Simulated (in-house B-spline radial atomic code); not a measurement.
Settings and results of a run for Zn⁵⁺ (an excited or competing configuration). Level of theory: non-relativistic LDA PW92, spin-polarised, spherical fractional occupations, point nucleus; calculated with a radial B-spline atomic code at the basis-set limit.

In the input, 3d5,1 would mean five up and one down electron.

Command:
```bash
python run_scf.py task.json out
```
Settings:
```
Z                30
configuration    1s2 2s2 2p6 3s2 3p6 3d5,1 4s1,0
hamiltonian      nr
method           lda,pw
spin_polarised   True
```

Output (hartree, bohr):
```
 radial grid: 47 intervals, B-splines of order 8, outer radius 18.2456 bohr

 iter        energy (Eh)    residual
    1       -1745.822303    1.00e+00
    2       -1758.970679    7.98e-01
    3       -1766.801684    1.78e-01
    4       -1767.348021    3.71e-02
    5       -1767.359482    2.31e-02
    6       -1767.368419    1.73e-03
    7       -1767.368440    7.30e-05
    8       -1767.368440    6.16e-06
    9       -1767.368440    2.64e-07

 total energy                     -1767.36844
 kinetic                            1765.7213
 electron-nucleus                  -4138.9052
 Hartree                             670.6070
 exchange-correlation                -64.7915

 orbital      occ     eigenvalue          <r>       <r^2>       <1/r>       <r^4>     <1/r^3>       r_max
 1s up      1.000      -348.9640    0.0511852  0.00351027     29.4627 3.13572e-05           -     0.03376
 1s down    1.000      -348.9568    0.0511845  0.00351012     29.4629 3.13527e-05           -     0.03376
 2s up      1.000       -45.6975     0.230327   0.0624969     6.41812  0.00674832           -       0.193
 2s down    1.000       -45.5582     0.229969   0.0622962     6.42928  0.00670265           -      0.1928
 2p up      3.000       -40.7908     0.200075   0.0490189      6.3903  0.00482633     752.899      0.1536
 2p down    3.000       -40.6844     0.199681   0.0488118     6.40047  0.00478241     755.553      0.1535
 3s up      1.000        -8.4280     0.668368    0.512985     2.12383    0.414444           -      0.5887
 3s down    1.000        -8.2078     0.671224    0.517449     2.11154     0.42236           -        0.59
 3p up      3.000        -6.8491     0.679699    0.539658     2.02037    0.486094     108.539      0.5831
 3p down    3.000        -6.6302      0.68361     0.54604     2.00642    0.498832     106.722       0.585
 3d up      5.000        -4.1349      0.70277    0.603761     1.78749    0.742591      13.065      0.5253
 3d down    1.000        -3.9100     0.712409    0.622026     1.76911    0.794397      12.806      0.5297
 4s up      1.000        -2.5492      1.69118     3.21107    0.795966     14.8728           -       1.556
```

Time taken, with all properties: 0.04 s on 1 thread of Intel(R) Xeon(R) 6975P-C, with other jobs on the host.
